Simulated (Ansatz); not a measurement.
Ideal-gas functions of `N#CB(Cl)Cl` at 600 K and 1 bar, from an Ansatz frequency run at PBE0-D4/def2-TZVP.

Molar mass 107.74 g/mol, point group C2v (symmetry number 2), electronic degeneracy 1, moments of inertia 161.768, 178.583, 340.351 u Å². Harmonic wavenumbers (cm⁻¹, unscaled): 139, 224, 255, 482, 502, 547, 1015, 1068, 2355.

Use S(trans) = R[1.5 ln M + 2.5 ln T − 1.1517]; rotational temperatures θ = 24.2544 K / I; S(rot) = R[ln(√π/σ · √(T³/θAθBθC)) + 1.5]; for each mode x = 1.438777 ν̃/T, S = R[x/(eˣ − 1) − ln(1 − e⁻ˣ)] and H = RT x/(eˣ − 1); 1 cm⁻¹ = 0.0119627 kJ/mol; R = 8.31446 J/(mol·K).

Question: By hand: the entropy, in J/(mol·K).

Answer: Translation 181.8. Rotation: θ = 0.1499, 0.1358, 0.0713 K, giving 118.4. Vibration, mode by mode: 17.49, 13.58, 12.53, 7.56, 7.26, 6.63, 2.71, 2.45, 0.20, in all 70.4. Electronic 0.0. Sum 370.6 J/(mol·K).

Question: By hand: H − E and G − E in kJ/mol, counted from the electronic energy.

Answer: Zero-point energy ½ × 6587 × 0.0119627 = 39.4; thermal vibration 21.6; translation, rotation and pV give 4 RT = 20.0. H − E = 81.0 kJ/mol, and G − E = 81.0 − 600 × 370.6/1000 = -141.4 kJ/mol.

Vibration gives 19 % of the entropy, 17.5 J/(mol·K) of it from the mode under 150 cm⁻¹: soft modes count most, and the harmonic formula is weakest for them.
